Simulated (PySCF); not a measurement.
Job file and geometry (Å, from GFN2-xTB) of an NMR shielding run on `FC(F)(F)CCC#CC=[Se]`, C$_{6}$H$_{5}$F$_{3}$Se, GIAO PBE0/pcSseg-1 NMR shielding, non-relativistic, gas phase in PySCF 2.14.0, density-fitted response routines; density fitting, a coarse starting grid and PySCF grid level 2 are the driver's defaults:

```
{"job": {"kind": "nmr", "xc": "PBE0", "basis": "pcSseg-1"}, "charge": 0, "multiplicity": 1}
F     -2.990880     0.207451    -0.919754
C     -2.584987    -0.270208     0.266689
F     -2.737935    -1.602167     0.211631
F     -3.457334     0.179014     1.180250
C     -1.161722     0.133804     0.594461
C     -0.189743    -0.407668    -0.462149
C      1.172015    -0.031586    -0.170321
C      2.301552     0.303281     0.107140
C      3.618271     0.645623     0.362241
Se     4.991875     0.146362    -0.638514
H     -1.124139     1.224165     0.633938
H     -0.920183    -0.263397     1.582231
H     -0.458919    -0.019806    -1.450012
H     -0.253708    -1.499953    -0.501748
H      3.791423     1.263075     1.239557
```

Q: What does the program print?

A: 
```
coarse grid: 66672 points
cycle   1  E = -2931.3635977398  dE =  6.012e-01  |g| = 1.088e+00  |ddm| = 4.447e+00
cycle   2  E = -2931.2414121543  dE =  1.222e-01  |g| = 1.331e+00  |ddm| = 1.451e+00
cycle   3  E = -2931.5060633495  dE = -2.647e-01  |g| = 2.116e-01  |ddm| = 8.569e-01
cycle   4  E = -2931.5102209565  dE = -4.158e-03  |g| = 1.054e-01  |ddm| = 2.568e-01
cycle   5  E = -2931.5126450945  dE = -2.424e-03  |g| = 4.008e-02  |ddm| = 1.763e-01
cycle   6  E = -2931.5131856716  dE = -5.406e-04  |g| = 5.745e-03  |ddm| = 5.415e-02
cycle   7  E = -2931.5131914455  dE = -5.774e-06  |g| = 2.993e-03  |ddm| = 6.860e-03
final grid: 142000 points
cycle   8  E = -2931.5131369131  dE =  1.047e-05  |g| = 6.915e-03  |ddm| = 8.887e-03
cycle   9  E = -2931.5130788715  dE =  5.804e-05  |g| = 1.634e-02  |ddm| = 1.876e-02
cycle  10  E = -2931.5131498649  dE = -7.099e-05  |g| = 4.447e-04  |ddm| = 1.284e-02
cycle  11  E = -2931.5131499186  dE = -5.370e-08  |g| = 1.692e-04  |ddm| = 7.118e-04
cycle  12  E = -2931.5131499253  dE = -6.617e-09  |g| = 2.968e-05  |ddm| = 2.022e-04
cycle  13  E = -2931.5131499255  dE = -2.692e-10  |g| = 4.243e-06  |ddm| = 3.914e-05
converged SCF energy = -2931.5131499255

GIAO shielding tensors (ppm)
atom      isotropic    diamagn.    paramagn.     s11        s22        s33       span
  0 F      260.844     473.743    -212.899    169.790    267.576    345.168    175.379
  1 C       52.135     245.041    -192.906     49.363     50.325     56.716      7.353
  2 F      260.929     473.462    -212.533    169.917    268.128    344.742    174.825
  3 F      249.951     469.000    -219.049    159.843    248.496    341.513    181.670
  4 C      148.265     250.177    -101.912    127.818    144.101    172.875     45.057
  5 C      168.268     256.463     -88.195    158.108    167.671    179.024     20.916
  6 C       54.529     255.964    -201.435     -0.534     24.945    139.175    139.709
  7 C       87.697     256.005    -168.308     -6.497      2.652    266.936    273.433
  8 C      -72.024     258.397    -330.421   -269.117   -108.988    162.033    431.150
  9 Se   -1617.270    2998.335   -4615.605  -6054.965   -812.038   2015.193   8070.158
 10 H       29.288      30.738      -1.450     25.135     29.265     33.463      8.328
 11 H       29.284      30.577      -1.293     25.128     29.286     33.439      8.311
 12 H       28.383      30.724      -2.341     22.633     29.430     33.086     10.453
 13 H       28.368      30.466      -2.098     22.588     29.442     33.073     10.486
 14 H       20.121      27.929      -7.807     15.251     18.783     26.330     11.079
```

Relativistic effects, spin–orbit coupling among them, are left out; they matter for Se and for the light atoms bonded to it.

Size and cost of the density-fitted run: 219 basis functions, 62 s wall time on 1 thread of an x86-64 server CPU, shared host.
